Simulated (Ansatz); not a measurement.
`[Br][In]([Br])[Br]` → 3 Br• + In•  (atomization)

Calculated with Ansatz (gas phase, PBE0-D4/def2-TZVP geometries, no zero-point term in ΔE). CCSD(T)/CBS adds triple-zeta CCSD(T) − MP2 to the extrapolated MP2 energy (def2 sets, frozen cores). Functionals use def2-TZVPP. Open shells (•) are unrestricted, without spin–orbit coupling. Spin–orbit coupling would lower the free atoms: clearly for Br; strongly for In. def2 core potentials past Kr. Bonds to Br, In are less sure, by a few kJ/mol each and by 10 to 20 or more in all where they break to atoms, as the def2 sets lack core-valence functions. Scalar relativity is left out up to krypton.

`[Br][In]([Br])[Br]`:

Z-matrix (Å, degrees):
```
In
Br 1 2.437
Br 1 2.437 2 120.0
Br 1 2.437 2 120.0 3 -180.0
```

```csv
level,ΔE (eV)
r2SCAN0,9.17
LC-ωPBE,8.96
SCS-MP2/def2-TZVPP,8.93
SCS-MP2/def2-QZVPP,9.26
```

**Question.** What does CCSD(T)/CBS give? (An estimate is asked.)

**Answer.** The calculation gave: +9.52 eV. The listed levels differ from it by -0.35, -0.56, -0.59, -0.26 eV.

Largest T1 diagnostic among the species: 0.015.

From BLYP to BHLYP (50 % exact exchange), in def2-TZVPP and without D4, ΔE moves by +0.13 eV. The D4 term adds +0.27 eV with B3LYP and +0.14 eV with PBE0; it sums over pairs of atoms, weighted by their polarisabilities, and B3LYP, whose exchange is more repulsive, gets the larger term.

B3LYP here is the variant with VWN-RPA as its local correlation; programs differ in this.

For atomizations the MP2-based limit and the directly extrapolated one differ by several kJ/mol either way, and by 10 to 25 for some Ge, Se and Sn compounds, so smaller differences from it don't rank the levels.
